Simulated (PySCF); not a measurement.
## EPR parameters of C6H11Si

Compound: C6H11Si (doublet state).
Numbering: `[CH2:1][C:2]#[C:3][Si:4]([CH3:5])([CH3:6])[CH3:7]` (hydrogens: H8, H9 on C1; H10, H11, H12 on C5; H13, H14, H15 on C6; H16, H17, H18 on C7)

The calculation used UKS B3LYP, pcH-1 on C H Si, non-relativistic, mean-field spin-orbit, GIAO in PySCF 2.14.0. Isolated species at its GFN2-xTB geometry, gas phase. GFN2-xTB frequencies show an imaginary mode (41i cm⁻¹), so this geometry is no minimum at that level. The geometry wasn't refined by DFT: couplings that depend on bond lengths, twists or pyramidal angles can differ widely from those at the functional's own minimum. No stability test was run, so a lower SCF solution isn't excluded.

```json
{"g1, g2, g3": "2.00219, 2.00280, 2.00320", "g_iso": "2.00273", "Form of g": "rhombic: the two nearest values differ by 39 % of g3 − g1", "⟨S²⟩": "0.7696 (exact 0.7500)", "HOMO–LUMO gap, α and β orbitals": "5.94, 4.56 eV", "Total energy": "-524.74244 Eh", "Basis functions": "295"}
```

Hyperfine couplings atom by atom, in mT; T1 to T3 are the principal values of the dipolar part; ρ(0) is the spin density at the nucleus (MHz turned into mT with g_iso):

```csv
atom,isotope,a_iso,of which spin–orbit,T1,T2,T3,Mulliken spin population,ρ(0) (bohr⁻³)
C1,13C,2.15,0.00,-2.06,-2.02,4.08,0.75,0.0536
C2,13C,-2.13,0.00,-0.77,-0.06,0.83,-0.28,-0.0533
C3,13C,1.55,0.00,-1.62,-1.25,2.87,0.58,0.0388
Si4,29Si,0.81,0.00,-0.05,-0.02,0.07,-0.02,-0.0256
C5,13C,0.06,0.00,-0.02,-0.01,0.03,0.00,0.0016
C6,13C,0.66,0.00,-0.07,-0.06,0.13,0.02,0.0165
C7,13C,0.34,0.00,-0.04,-0.04,0.08,0.01,0.0085
H8,1H,-1.81,0.00,-0.95,-0.03,0.98,-0.03,-0.0113
H9,1H,-1.81,0.00,-0.95,-0.03,0.98,-0.03,-0.0113
H10,1H,0.01,0.00,-0.03,-0.02,0.05,0.00,0.0000
H11,1H,0.00,0.00,-0.05,-0.04,0.09,0.00,0.0000
H12,1H,-0.01,0.00,-0.04,-0.04,0.08,0.00,0.0000
H13,1H,0.25,0.00,-0.05,-0.02,0.07,0.00,0.0016
H14,1H,-0.04,0.00,-0.07,-0.02,0.10,0.00,-0.0002
H15,1H,-0.04,0.00,-0.07,-0.03,0.09,0.00,-0.0003
H16,1H,-0.02,0.00,-0.06,-0.03,0.09,0.00,-0.0001
H17,1H,-0.02,0.00,-0.05,-0.03,0.08,0.00,-0.0002
H18,1H,0.12,0.00,-0.04,-0.02,0.06,0.00,0.0007
```

The largest Mulliken spin populations are on C1 (+0.75), C3 (+0.58) and C2 (-0.28). The angles at C1 add up to 360.0°, so it is planar; its axial dipolar tensor and the negative couplings of its protons fit spin in a p orbital normal to that plane.

Axes: g3 points within 1° of the C2–C3 bond.

Under fast tumbling the dipolar parts average out, and these isotropic splittings remain: 1 × 1H (H9, I = 1/2, 2 lines) with 1.81 mT and 1 × 1H (H8, I = 1/2, 2 lines) with 1.81 mT.

H8 and H9 aren't averaged: C1 is flat or nearly so (angle sum 360°), and its turn about the short C1–C2 bond (1.34 Å) is taken as slow.

The 13C coupling of C1 (60.2 MHz) shows only in satellite lines or after enrichment, since that isotope makes up about 1.07 % of natural carbon.

The 29Si coupling of Si4 (22.7 MHz) shows only in satellite lines or after enrichment, since that isotope makes up about 4.7 % of natural silicon.
